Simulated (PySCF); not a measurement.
Planning an EPR job on `[CH2]OC(=S)C(F)(F)F` [radical].

Method: UKS B3LYP, pcH-1 on C F H O S, non-relativistic, mean-field spin-orbit, GIAO (PySCF 2.14.0). Geometry: GFN2-xTB. Work: unrestricted SCF, g, hyperfine, density and orbital grids written, density fitting. The input is one job of a driver script: a line of settings, then coordinates in Å.

Command:
```bash
OMP_NUM_THREADS=1 python probes_run.py task.json out
```

Input:
```
{"job": {"kind": "epr", "basis": "pcH-1"}, "charge": 0, "multiplicity": 2}
C      1.388093    -0.595899    -0.859614
O      0.946128    -0.809058     0.339539
C     -0.131385    -0.309700     0.926154
S     -0.481229    -0.742483     2.481770
C     -1.016234     0.646405     0.149677
F     -2.055652     1.065858     0.853333
F     -1.498087     0.081285    -0.978853
F     -0.339242     1.742773    -0.255698
H      2.289453    -1.127598    -1.106386
H      0.907038     0.053071    -1.572450
```

Hardware: one thread of an Intel Xeon at 2.50 GHz, shared host. PySCF's memory limit was set to 1600 MB.

Task: How large is the basis?

Result: 230 functions.

Task: Which is nearest to the wall time?
A. 2.1 s
B. 15 s
C. 2.1 min

Result: C. The run took 2.1 min. CPU seconds by part: SCF 44, spin–orbit mean field 6.7, g tensor 42, hyperfine 15.

Task: How much memory does it need at the peak?

Result: About 0.92 GiB. Peak memory is the resident size of the whole Python process, interpreter and libraries included.

Task: At this speed, how long would 20000 such jobs take on 96 cores, one job a core?

Result: 20000/96 gives 209 rounds of 2.1 min, about 7.3 h of wall time and 700 core-hours, if the jobs don't slow each other.

Times come from a shared host and carry two figures at best.

The run converged: ⟨S²⟩ 0.772; g_iso 2.0091.
